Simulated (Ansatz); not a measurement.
Harmonic vibrations of InH3 by finite differences.

```yaml
crystal:
  periodic: [false, false, false]
  atoms:
    - {symbol: In, position_ang: [0.000058, -0.000020, -0.000172]}
    - {symbol: H, position_ang: [1.724197, -0.028649, 0.013431]}
    - {symbol: H, position_ang: [-0.837216, 1.507403, -0.017973]}
    - {symbol: H, position_ang: [-0.887039, -1.478744, 0.004714]}
basis:
  gaussian: {orbitals: def2-TZVP}
hamiltonian: {xc: pbe0, dispersion: d4}
scf: {omitted_lower_state_checks: [starts]}
phonons: {temperatures: {t_min: 298.15, t_max: 900, t_step: 200}}
```

```sh
$ ansatz run in.yaml --threads 4 --pin off --events-out ev --progress --plain --max-ram 3916MiB
```

It prints (some lines left out):

```
Functional definition: PBE0
mean field -5221.46216733 eV, -191.8851954152 hartree, gradient 3.5e-5 eV, S^2 0.000000; 0 other end points of the search recorded, 0 dependent functions left out
mean field -5221.46211111 eV, -191.8851933491 hartree, gradient 8.9e-7 eV, S^2 0.000000; 0 other end points of the search recorded, 0 dependent functions left out
mean field -5221.46211153 eV, -191.8851933646 hartree, gradient 8.9e-7 eV, S^2 0.000000; 0 other end points of the search recorded, 0 dependent functions left out
mean field -5221.46211196 eV, -191.8851933805 hartree, gradient 8.9e-7 eV, S^2 0.000000; 0 other end points of the search recorded, 0 dependent functions left out
mean field -5221.46211068 eV, -191.8851933334 hartree, gradient 8.9e-7 eV, S^2 0.000000; 0 other end points of the search recorded, 0 dependent functions left out
mean field -5221.46215652 eV, -191.8851950179 hartree, gradient 6.1e-7 eV, S^2 0.000000; 0 other end points of the search recorded, 0 dependent functions left out
mean field -5221.46215166 eV, -191.8851948392 hartree, gradient 6.1e-7 eV, S^2 0.000000; 0 other end points of the search recorded, 0 dependent functions left out
mean field -5221.46213542 eV, -191.8851942425 hartree, gradient 1.3e-6 eV, S^2 0.000000; 0 other end points of the search recorded, 0 dependent functions left out
mean field -5221.46212320 eV, -191.8851937934 hartree, gradient 1.8e-6 eV, S^2 0.000000; 0 other end points of the search recorded, 0 dependent functions left out
mean field -5221.46216426 eV, -191.8851953022 hartree, gradient 1.3e-6 eV, S^2 0.000000; 0 other end points of the search recorded, 0 dependent functions left out
mean field -5221.46216460 eV, -191.8851953151 hartree, gradient 1.7e-6 eV, S^2 0.000000; 0 other end points of the search recorded, 0 dependent functions left out
mean field -5221.46216509 eV, -191.8851953330 hartree, gradient 7.4e-7 eV, S^2 0.000000; 0 other end points of the search recorded, 0 dependent functions left out
mean field -5221.46216662 eV, -191.8851953893 hartree, gradient 7.7e-7 eV, S^2 0.000000; 0 other end points of the search recorded, 0 dependent functions left out
mean field -5221.46215343 eV, -191.8851949043 hartree, gradient 1.8e-6 eV, S^2 0.000000; 0 other end points of the search recorded, 0 dependent functions left out
mean field -5221.46215888 eV, -191.8851951048 hartree, gradient 2.2e-6 eV, S^2 0.000000; 0 other end points of the search recorded, 0 dependent functions left out
mean field -5221.46214355 eV, -191.8851945412 hartree, gradient 1.2e-6 eV, S^2 0.000000; 0 other end points of the search recorded, 0 dependent functions left out
mean field -5221.46213162 eV, -191.8851941028 hartree, gradient 1.5e-6 eV, S^2 0.000000; 0 other end points of the search recorded, 0 dependent functions left out
mean field -5221.46216498 eV, -191.8851953288 hartree, gradient 7.7e-7 eV, S^2 0.000000; 0 other end points of the search recorded, 0 dependent functions left out
mean field -5221.46216674 eV, -191.8851953934 hartree, gradient 7.3e-7 eV, S^2 0.000000; 0 other end points of the search recorded, 0 dependent functions left out
mean field -5221.46215196 eV, -191.8851948505 hartree, gradient 1.9e-6 eV, S^2 0.000000; 0 other end points of the search recorded, 0 dependent functions left out
mean field -5221.46215832 eV, -191.8851950839 hartree, gradient 2.3e-6 eV, S^2 0.000000; 0 other end points of the search recorded, 0 dependent functions left out
mean field -5221.46213216 eV, -191.8851941228 hartree, gradient 1.4e-6 eV, S^2 0.000000; 0 other end points of the search recorded, 0 dependent functions left out
mean field -5221.46214502 eV, -191.8851945954 hartree, gradient 1.2e-6 eV, S^2 0.000000; 0 other end points of the search recorded, 0 dependent functions left out
mean field -5221.46216507 eV, -191.8851953323 hartree, gradient 2.7e-6 eV, S^2 0.000000; 0 other end points of the search recorded, 0 dependent functions left out
mean field -5221.46216665 eV, -191.8851953902 hartree, gradient 7.3e-7 eV, S^2 0.000000; 0 other end points of the search recorded, 0 dependent functions left out
Total energy: -5221.49242808 eV, -191.8863074772 hartree
Atom 0 at     0.000058    -0.000020    -0.000172 Å, force    -0.000032     0.000259     0.000973 eV/Å
Atom 1 at     1.724197    -0.028649     0.013431 Å, force    -0.000028    -0.000030    -0.000325 eV/Å
Atom 2 at    -0.837216     1.507403    -0.017973 Å, force     0.000084     0.000238    -0.000326 eV/Å
Atom 3 at    -0.887039    -1.478744     0.004714 Å, force    -0.000024    -0.000466    -0.000322 eV/Å
Dipole moment:     0.000070    -0.000024    -0.000172 e Å
Vibrations: 604.73 604.76 625.42 1818.59 1818.65 1826.39 cm⁻¹, zero-point energy 0.452452 eV
Checks for a lower state left out: starts
```

Hardware: 4 threads of Arm Neoverse V2 on a shared host. Wall time 8.5 s.

In the def2 sets In takes a core potential; there is no spin–orbit coupling.
